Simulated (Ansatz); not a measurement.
CH₆B₂O (`BCBO`). The species carries charge 0 and has multiplicity 1.

| atom | x (Å) | y (Å) | z (Å) |
| --- | --- | --- | --- |
| B1 | 0.9326 | -0.9738 | -0.6427 |
| C2 | -0.0348 | 0.2292 | -0.6596 |
| B3 | -0.2261 | 0.7020 | 0.8345 |
| O4 | -1.3764 | 0.5175 | 1.5208 |
| H5 | 0.5367 | -2.0910 | -0.8176 |
| H6 | 2.0946 | -0.8116 | -0.4033 |
| H7 | -0.9923 | 0.0271 | -1.1471 |
| H8 | 0.4704 | 1.0826 | -1.1330 |
| H9 | 0.6557 | 1.2461 | 1.4349 |
| H10 | -2.0605 | 0.0717 | 1.0130 |

Question: Give the diagnostics of a CCSD(T)/def2-TZVPP run (frozen core, Ansatz 0.2.0). (Estimate.)

Answer: Computed: T1 = 0.0130, largest single amplitude 0.024, largest double 0.024, (T) share of the correlation energy 3.5 %, 10 CCSD cycles. The RHF solution is stable towards an unrestricted one. T1 lies under the customary mark of 0.02 for closed shells.
